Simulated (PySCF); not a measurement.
Compound: C5H5F2NO2.
SMILES with atom numbers: `[N:1]#[C:2][C@@H:3]1[O:4][CH2:5][C@H:6]([CH:7]([F:8])[F:9])[O:10]1` (hydrogens: H11 on C3; H12, H13 on C5; H14 on C6; H15 on C7)

Structure used (GFN2-xTB), in Å, numbered top down from 1:
```xyz
15
C5H5F2NO2 angstrom
N      2.4761   -0.6634    1.7224
C      2.0490   -0.5516    0.6700
C      1.4792   -0.3959   -0.6767
O      1.2322    0.9397   -0.9943
C     -0.0435    1.2296   -0.4632
C     -0.7790   -0.1296   -0.5191
C     -1.5395   -0.4745    0.7704
F     -2.7100    0.2045    0.7968
F     -0.8632   -0.1079    1.8786
O      0.2400   -1.0725   -0.7763
H      2.1779   -0.8207   -1.4104
H      0.0371    1.5871    0.5708
H     -0.5026    1.9935   -1.0892
H     -1.5041   -0.1797   -1.3412
H     -1.7540   -1.5507    0.8394
```

Method: PBE0/def2-SVPD in PySCF (dipole) on a GFN2-xTB geometry, gas phase.

Masses are those of the commonest isotopes; rigid-rotor values at the optimised geometry. The values belong to one conformer with, in the numbering `[N:1]#[C:2][C@@H:3]1[O:4][CH2:5][C@H:6]([CH:7]([F:8])[F:9])[O:10]1`, C5–C6–C7–F8 79°, C2–C3–O4–C5 -85°, C3–O4–C5–C6 -30°, O4–C5–C6–C7 134°, C5–C6–O10–C3 8°.

(1) Give the principal moments of inertia and the rotational constants in GHz.

(2) Classify the top.

(3) What does the inertial defect say?

(4) Give the other two planar moments, Paa and Pbb, and the rms extents of the mass along the axes.

(5) Which lines would a microwave search look for?

(6) Estimate the classical rotational partition function at 50 K, 200 K and 298.15 K.

## Answers

(1) Ia = 230.00, Ib = 459.09, Ic = 564.49 u·Å²; 505379 MHz·u·Å²/I gives 2197, 1101 and 895.3 MHz, that is A = 2.1973, B = 1.1008, C = 0.8953 GHz.

(2) An asymmetric top: κ = (2 × 1101 − 2197 − 895.3)/(2197 − 895.3) = -0.68.

(3) Not planar: Δ = Ic − Ia − Ib = -124.61 u·Å². For a rigid frame Δ = −2 Σ m c², so Σ m c² = 62.31 u·Å² lies off the ab plane: 8.58 from hydrogen and 53.73 from heavier atoms. The atom farthest from that plane is 1.67 Å away.

(4) Paa = Σ m a² = (Ib + Ic − Ia)/2 = 396.79 and Pbb = Σ m b² = (Ia + Ic − Ib)/2 = 167.70 u·Å². With the mass M = 149.03 u, the rms extents √(P/M) along a, b and c are 1.63, 1.06, 0.65 Å.

(5) The dipole components are |μa| = 1.08 D, |μb| = 3.43 D, |μc| = 1.14 D. The squared components, which scale the intensities, stand as 0.10 : 1.00 : 0.11 (a : b : c). Some of the stronger lines:

```csv
type,branch,"J(Ka,Kc)",MHz,lower level (cm⁻¹)
b,Q,"1(1,0) ← 1(0,1)",1302,0.067
b,Q,"4(1,3) ← 4(0,4)",2519,0.654
c,Q,"4(2,3) ← 4(1,3)",2626,0.738
b,R,"2(0,2) ← 1(1,1)",2870,0.103
c,Q,"4(3,2) ← 4(2,2)",5710,0.837
b,Q,"4(3,2) ← 4(2,3)",6079,0.825
b,Q,"5(3,3) ← 5(2,4)",6207,1.156
c,R,"2(2,0) ← 1(1,0)",7513,0.110
c,R,"2(2,1) ← 1(1,1)",7693,0.103
b,R,"5(1,4) ← 4(2,3)",7730,0.825
b,Q,"5(4,1) ← 5(3,2)",8284,1.365
b,Q,"5(4,2) ← 5(3,3)",8341,1.363
c,Q,"5(5,1) ← 5(4,1)",10738,1.641
b,R,"4(2,3) ← 3(1,2)",10963,0.459
c,R,"4(2,2) ← 3(1,2)",11332,0.459
b,R,"4(3,2) ← 3(2,1)",13914,0.564
c,R,"5(2,4) ← 4(1,4)",14589,0.669
c,R,"5(3,2) ← 4(2,2)",15818,0.837
c,R,"5(3,3) ← 4(2,3)",16130,0.825
c,R,"4(4,0) ← 3(3,0)",16382,0.760
c,R,"4(4,1) ← 3(3,1)",16384,0.760
b,R,"4(4,0) ← 3(3,1)",16384,0.760
b,R,"5(4,2) ← 4(3,1)",18377,1.028
c,R,"5(4,2) ← 4(3,2)",18392,1.028
```

(6) Point group C1, symmetry number σ = 1; q = (√π/σ)·√((kT/h)³/(ABC)), k/h = 20836.6 MHz/K: 40500 at 50 K, 324000 at 200 K, 590000 at 298.15 K.

Stationary, but not proved a minimum. Zero-point vibration and centrifugal distortion are left out. Quadrupole hyperfine structure (14N) is left out.

Time: 70 s wall; peak memory 1.0 GiB. Hardware: an Arm Neoverse V1 with one thread, no GPU, on a shared host. This is the PBE0/def2-SVPD job that gave the dipole, with the excitations it also computed.
